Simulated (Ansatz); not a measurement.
**Two structures, one formula**

Two relaxed structures of GaBH₃F, closed shell (PBE0-D4/def2-TZVP; forces vanish, vibrations not checked).

A:

```tsv
atom	x (Å)	y (Å)	z (Å)
B1	-0.5457	-0.1744	-0.5277
Ga2	0.3982	0.5187	1.2172
F3	-1.8069	-0.1114	-0.9701
H4	-0.1021	-1.2479	-0.1173
H5	0.3152	0.5330	-1.0526
H6	1.9411	0.3808	1.6478
```

B:

```xyz
6
angstrom
B -0.7624 0.4599 -0.7057
Ga 0.6288 -0.2443 0.6701
F 1.1832 -1.8880 0.3171
H -1.9358 0.2916 -0.5498
H -0.4252 1.0520 -1.6880
H 1.3114 0.3288 1.9563
```

Program: Ansatz 0.2.0. Basis: def2-TZVPP. Cores are frozen in the correlated methods. Filled d shells of the heavier atoms are correlated. The def2 sets are not built for correlating such inner shells, so the correlated values are less sure here. B3LYP uses VWN-RPA correlation.

(1) Which structure is lower at CCSD(T), and by how much? (Judge from chemistry; the value comes from the calculation.)

(2) Do the other methods give the same order? (Judge from chemistry; the calculation decides.)

No T1 diagnostic of these runs exceeds 0.016. The restricted Hartree–Fock reference is unstable towards an unrestricted one at one or more of these structures.

Answers

(1) The calculation gives: A, by 0.172 eV (electronic energy, against the other). By their contacts, A is GaBH₃F ([F][BH2][GaH]) and B is GaBH₃F ([BH2][GaH][F]).

(2) Computed: Not all: HF gives the other order.

| method | E(B) − E(A) (eV) |
| --- | --- |
| PBE-D4 | 0.612 |
| r2SCAN-D4 | 0.405 |
| PBE0-D4 | 0.418 |
| B3LYP-D4 | 0.395 |
| wB97M-V | 0.277 |
| HF | -0.284 |
| MP2 | 0.110 |
| CCSD | 0.088 |
| CCSD(T) | 0.172 |

Labels in which every atom is bracketed show which atoms are joined, not bond orders.

For scale, one of the runs: CCSD(T)/def2-TZVPP, 152 basis functions, launched by `ansatz run in.yaml --threads 2 --pin off --events-out ev --progress --plain --max-ram 4352MiB`. Hardware: 2 CPU threads of an Arm Neoverse V1, shared host. Wall time 31 s; peak host memory 1 GiB.
